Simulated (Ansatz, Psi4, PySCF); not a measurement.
Process, species as SMILES: COC(C)C → CO[C](C)C + H atom (the C-H bond breaks)

Wanted: bond dissociation energy (electronic), in kcal/mol. Set-up: non-relativistic; UHF or UKS for open shells; LANL2DZ all-electron up to Ne; frozen cores in correlated levels; dispersion terms only where a functional's name holds one; 6-311+G** with 5d; spin-orbit terms left out; six Cartesian d functions in 6-31G* and its kin unless marked 5d. Basis-set limits of correlation are two-point, X^-3; Hartree-Fock from the larger set. First-principles rows: single points at B3LYP-D3(BJ) geometries (Ansatz, a first-principles code).

Coupled cluster (Ansatz) is a level with limits of its own, used here on species with T1 under 0.025 (0.045 for open shells) and stable references: CCSD(T)/CBS(cc-pVTZ,cc-pVQZ).

Value to compare with, CCSD(T)/CBS(cc-pVTZ,cc-pVQZ) (Ansatz): 102.3 kcal/mol.

```csv
level,program,bond dissociation energy (electronic) (kcal/mol),difference
HF/LANL2DZ,Ansatz,78.1,-24.2
HF/6-311+G**,Ansatz,78.0,-24.3
SVWN5/6-31G*,Ansatz,106.6,4.3
PBE/3-21G,Ansatz,98.6,-3.7
PBE/LANL2DZ,Ansatz,97.0,-5.3
PBE/6-31G*,Ansatz,96.2,-6.1
PBE/6-311+G**,Ansatz,95.0,-7.3
B3LYP/6-31G*,Ansatz,98.6,-3.7
B3LYP/def2-SVP,Ansatz,96.7,-5.6
PBE0/6-311+G**,Ansatz,96.3,-6.0
wB97X-D/6-31G*,Psi4,100.2,-2.1
wB97X-D/6-311+G**,Psi4,99.2,-3.1
MP2/6-311+G**,Ansatz,99.0,-3.3
B3PW91/6-31G* (5d),PySCF,97.3,-5.0
B3LYP-D3(BJ)/def2-TZVPD,Ansatz + dftd3,98.0,-4.3
```

1 of the 14 habitual levels lie above CCSD(T)/CBS(cc-pVTZ,cc-pVQZ) (Ansatz); their mean absolute difference is 7.4 kcal/mol, the median 5.2.

The levels are drawn from those run, B3LYP/6-31G* more often than the rest, none by its result; left out are runs that failed, that the program found above a lower state of the same kind, or whose <S^2> lies over 0.5 above the pure value.
